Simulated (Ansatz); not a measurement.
Basis-set extrapolation for `N[SiH](N)F` (PBE0-D4/def2-TZVP geometry, frozen core, Ansatz 0.2.0). Multiplicity 1, RHF reference.

```
                      def2-TZVPP   def2-QZVPP
                 HF  -500.439203  -500.459619
    MP2 correlation    -0.801095    -0.867009
CCSD(T) correlation    -0.853583      not run
```

Energies in hartree. Use E(X) = E(∞) + A·exp(−7.88·√X) for Hartree–Fock and E(X) = E(∞) + B·X^(−2.97) for correlation, with X = 3 and 4, and add CCSD(T) minus MP2 of the smaller set to the MP2 limit.

Problem. What is the CCSD(T) energy at the basis-set limit?

Solution. HF limit: -500.459619 + (-0.020416) × 0.13774 = -500.46243. MP2 limit: -0.867009 + (-0.065914) × 0.74074 = -0.91583. Higher-order term: -0.853583 − (-0.801095) = -0.05249. Total: -501.43075 hartree, 362.2 kJ/mol below CCSD(T)/def2-TZVPP.
